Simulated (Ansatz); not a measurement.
Geometry optimisation, Ansatz, DFT PBE-D3(BJ), scalar-relativistic, plane waves, PAW.

input.yaml

```yaml
crystal:
  lattice:
    - [5.727565, 0.0, 0.0]
    - [2.863782, 4.960217, 0.0]
    - [0.0, 0.0, 17.676537]
  atoms:
    - { symbol: Al, position: [0.1666667, 0.1666667, 0.0565722] }
    - { symbol: Al, position: [0.6666667, 0.1666667, 0.0565722] }
    - { symbol: Al, position: [0.1666667, 0.6666667, 0.0565722] }
    - { symbol: Al, position: [0.6666667, 0.6666667, 0.0565722] }
    - { symbol: Al, position: [-0.1666667, 0.3333333, 0.1888531] }
    - { symbol: Al, position: [0.3333333, 0.3333333, 0.1888531] }
    - { symbol: Al, position: [-0.1666667, 0.8333333, 0.1888531] }
    - { symbol: Al, position: [0.3333333, 0.8333333, 0.1888531] }
    - { symbol: Al, position: [0.0, 0.0, 0.321134] }
    - { symbol: Al, position: [0.5, 0.0, 0.321134] }
    - { symbol: Al, position: [0.0, 0.5, 0.321134] }
    - { symbol: Al, position: [0.5, 0.5, 0.321134] }
    - { symbol: O, position: [0.7313565, 0.2707536, 0.400335] }
    - { symbol: H, position: [0.7169098, 0.328839, 0.4529472] }
basis:
  ecutwfc: 420.0
kpoints:
  mp_grid: { grid: [3, 3, 1] }
hamiltonian:
  xc: pbe
  dispersion: d3bj
  pseudopotentials: { kind: paw, azcp: { folder: soft_1 } }
scf:
  occupations: { method: gaussian, width: 0.1 }
  lower_state_search: "off"
relax:
  f_tol: 0.03
  max_steps: 60
  adjacent_minimum: "off"
  constraints: [{ sites: [0, 1, 2, 3] }]
```

Command:

```bash
$ ansatz run input.yaml --threads 1 --pin off --max-ram 3072MiB --backend cpu --events-out ev --progress --plain --runs-dir out
```

Question: Where does it end, and by what steps?

Answer: The run converged. Limits of this set-up: coarse k mesh, thin slab, slab without dipole correction, odd electron count without spin. After 8 steps the energy has fallen by 0.444 eV; H14 moved furthest, 0.63 Å.

```csv
step,energy less start (eV),largest force component (eV/Å),accepted
0,0.0000,0.651,yes
1,-0.2343,0.368,yes
2,-0.3435,0.747,yes
3,-0.4020,0.971,yes
4,-0.4221,0.806,yes
5,-0.4408,0.073,yes
6,-0.4425,0.070,yes
7,-0.4435,0.046,yes
8,-0.4437,0.015,yes
```

```xyz
14
Lattice="5.7276 0.0000 0.0000 2.8638 4.9602 0.0000 0.0000 0.0000 17.6765" Properties=species:S:1:pos:R:3
Al 1.432 0.827 1.000
Al 4.296 0.827 1.000
Al 2.864 3.307 1.000
Al 5.728 3.307 1.000
Al 0.092 1.706 3.322
Al 2.955 1.686 3.318
Al 1.507 4.196 3.319
Al 4.356 4.168 3.232
Al 0.031 -0.050 5.624
Al 2.693 -0.099 5.528
Al 1.529 2.535 5.527
Al 4.268 2.530 5.624
O 4.816 1.125 6.856
H 5.429 1.478 7.534
```

Run time: 17 s on 1 thread of AMD EPYC 9R45 96-Core Processor (Zen 5), on a shared host, peak memory 0.61 GiB.
